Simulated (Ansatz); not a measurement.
Input for Ansatz (a program for electronic structure): U-CCSD(T)/def2-QZVPP on CdF, 2S+1 = 2, a spin state set in the input, which need not be the lowest, a point of a bond scan (R = 2.000 Å). Elements past Kr take the def2 small-core potentials; no spin–orbit coupling. Files ending in .json are basis or fitting sets from the Basis Set Exchange.

Ansatz 0.2 input:
```yaml
crystal:
  periodic: [false, false, false]
  atoms:
    - {symbol: Cd, position_ang: [0.00000000, 0.00000000, 0.00000000]}
    - {symbol: F, position_ang: [0.00000000, 0.00000000, 1.99989700]}
basis:
  gaussian:
    orbitals: def2-QZVPP.json
    pivot_positions_ang: [[0.00000000, 0.00000000, 0.00000000], [0.00000000, 0.00000000, 1.99989700]]
magnetization: {spin_polarized: true, initial_magnetization: 1}
correlation: {method: ccsd_t, electrons: valence}
output: {orbitals: {seedname: ./end}}
```

The log:

```
WARN ansatz: RAYON_NUM_THREADS=2 ignored (pool sized by the plan → 2); use --threads N
Functional definition: HF
integrals: 0.52 GiB planned
1046 factors; integrals over basis functions are off by at most 3.2e-4 eV
mean field: 0.50 GiB planned
mean field evaluation 1: about -7245.4111 eV, gradient 2.5e1 eV
mean field evaluation 2: about -7245.4129 eV, gradient 2.5e1 eV
mean field evaluation 4: about -7247.9252 eV, gradient 1.9e0 eV
mean field evaluation 8: about -7248.0099 eV, gradient 2.3e-1 eV
mean field evaluation 16: about -7247.9868 eV, gradient 8.8e-1 eV
mean field evaluation 32: about -7241.4317 eV, gradient 3.6e-3 eV
mean field evaluation 64: about -7244.5097 eV, gradient 3.1e-3 eV
mean field -7248.01107301 eV, -266.3594940546 hartree, gradient 5.0e-6 eV, S^2 0.754340; 0 other end points of the search recorded, 0 dependent functions left out
1 core orbitals not correlated
reference -7248.01107301 eV, -266.3594940546 hartree; 14, 13 occupied and 130, 131 virtual orbitals, 1046 factors
second order -28.57955168 eV of doubles, -0.00000000 eV of singles
coupled cluster: 1.60 GiB planned
cycle   1  -26.94834836 eV  change     1.6e0 eV  update   1.2e-1
cycle   2  -27.51698663 eV  change   -5.7e-1 eV  update   4.4e-2
cycle   3  -27.65410342 eV  change   -1.4e-1 eV  update   2.7e-2
cycle   4  -27.64244076 eV  change    1.2e-2 eV  update   1.2e-2
cycle   5  -27.62233971 eV  change    2.0e-2 eV  update   5.7e-3
cycle   6  -27.62601614 eV  change   -3.7e-3 eV  update   3.0e-3
cycle   7  -27.63095822 eV  change   -4.9e-3 eV  update   1.2e-3
cycle   8  -27.63113754 eV  change   -1.8e-4 eV  update   5.1e-4
cycle   9  -27.63087757 eV  change    2.6e-4 eV  update   1.9e-4
cycle  10  -27.63105243 eV  change   -1.7e-4 eV  update   6.7e-5
cycle  11  -27.63086549 eV  change    1.9e-4 eV  update   3.0e-5
cycle  12  -27.63088234 eV  change   -1.7e-5 eV  update   1.1e-5
perturbative correction -0.89012956 eV, -0.0327116581 hartree
Total energy: -7276.53208490 eV, -267.4076219096 hartree
```

Self-consistency was reached.

Cost: roughly 100 core-seconds.
